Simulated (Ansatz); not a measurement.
Consider the substitution at a C–O bond: `BC(=O)OC` + `NC[SiH2]Cl` → `CNC[SiH2]Cl` + `BC(=O)O`.

Program: Ansatz. Geometries: PBE0-D4/def2-TZVP. ΔE: electronic, gas phase. CCSD(T)/CBS adds triple-zeta CCSD(T) − MP2 to the extrapolated MP2 energy (def2 sets, frozen cores). DFT in def2-TZVPP. B3LYP here is the variant with VWN-RPA as its local correlation; programs differ in this. Each species was taken in one conformer, which may not be the lowest.

```json
{"level": "PBE0-D4", "ΔE (kJ/mol)": "-11.5", "difference from CCSD(T)/CBS": "-3.3"}
{"level": "ωB97M-V", "ΔE (kJ/mol)": "-9.1", "difference from CCSD(T)/CBS": "-0.9"}
{"level": "B2PLYP", "ΔE (kJ/mol)": "-5.7", "difference from CCSD(T)/CBS": "2.5"}
{"level": "r2SCAN", "ΔE (kJ/mol)": "-6.3", "difference from CCSD(T)/CBS": "1.9"}
{"level": "B3LYP", "ΔE (kJ/mol)": "-4.0", "difference from CCSD(T)/CBS": "4.2"}
{"level": "SCS-MP2/def2-TZVPP", "ΔE (kJ/mol)": "-8.1", "difference from CCSD(T)/CBS": "0.1"}
{"level": "CCSD/def2-TZVPP", "ΔE (kJ/mol)": "-8.2", "difference from CCSD(T)/CBS": "0.0"}
{"level": "CCSD(T)/def2-TZVPP", "ΔE (kJ/mol)": "-8.2", "difference from CCSD(T)/CBS": "0.0"}
{"level": "HF/def2-QZVPP", "ΔE (kJ/mol)": "-1.3", "difference from CCSD(T)/CBS": "6.9"}
{"level": "CCSD/CBS(def2)", "ΔE (kJ/mol)": "-8.1", "difference from CCSD(T)/CBS": "0.1"}
{"level": "CCSD(T)/CBS", "ΔE (kJ/mol)": "-8.2", "difference from CCSD(T)/CBS": "0"}
```

Largest T1 diagnostic among the species: 0.019.

In def2-TZVPP, CCSD(T) changes the Hartree–Fock value by −6.5 kJ/mol (the triples alone add −0.0 kJ/mol) and MP2 by −9.3 kJ/mol. The D4 term adds −3.7 kJ/mol with B3LYP and −2.2 kJ/mol with PBE0; it sums over pairs of atoms, weighted by their polarisabilities, and B3LYP, whose exchange is more repulsive, gets the larger term.
